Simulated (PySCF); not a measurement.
## Predicted spectroscopic data

[PySCF 2.14.0 with density-fitted response routines: geometry from GFN2-xTB; shieldings: GIAO PBE0/pcSseg-1; equivalent nuclei averaged; a single conformation; gas phase; relativity neglected]

δ = σ(ref) − σ, references computed at the same level: 1H, 13C vs TMS. Splittings of carbon signals by F and P are missing where no couplings were computed. Where no couplings were computed, multiplicities follow the n + 1 count of equivalent neighbours, and m marks all less simple cases (inequivalent or close neighbours, rings, F or P nearby). Shifts are as computed. Against solution values, carbons near 30 ppm lie about +3 ppm off and those near 130 ppm about +5 ppm; carbons on Cl a further +6 ppm. Of 1211 compounds with measured shifts, 218 miss one by over three times the rms of a fit or turn the order of signals round; such compounds aren't used in these exercises. Carbons bonded to Cl come out too deshielded.

Compound 1 (C₅H₆F₄). 1H NMR (600 MHz, computed): δ 5.90 (m, 1H), 2.39 (m, 2H), 1.15 (t, 3H). 13C{1H} NMR (computed): δ 156.8 (C), 128.5 (C), 125.8 (CH), 22.0 (CH2), 16.3 (CH3). Structure: SMILES C(/C(=C/CC)F)(F)(F)F.

Compound 2 (C₄H₉NP₂Si). 1H NMR (600 MHz, computed): δ 4.09 (m, 3H), 3.39 (m, 2H), 3.14 (m, 2H), 2.99 (m, 2H). 13C{1H} NMR (computed): δ 124.6 (C), 35.8 (CH2), 20.5 (CH2), 18.3 (CH2). Structure: `N#CCC/P=P/C[SiH3]`.

Compound 3 (C₅H₁₁ClOSi). 1H NMR (600 MHz, computed): δ 5.54 (m, 1H), 4.16 (t, 2H), 3.67 (t, 2H), 1.88 (m, 1H), 1.72 (m, 2H), 1.59 (m, 1H), 1.51 (m, 2H). 13C{1H} NMR (computed): δ 70.7, 54.0, 25.4, 14.5. Structure: SMILES ClCCO[SiH]1CCC1.

Compound 4 (C₅H₃F₅). 1H NMR (600 MHz, computed): δ 7.80 (m, 1H), 7.58 (m, 1H), 5.65 (m, 1H). 13C{1H} NMR (computed): δ 132.3, 128.6, 126.0, 92.8, 75.2. Structure: SMILES F[C@H](C(F)(F)F)C1(F)C=C1.
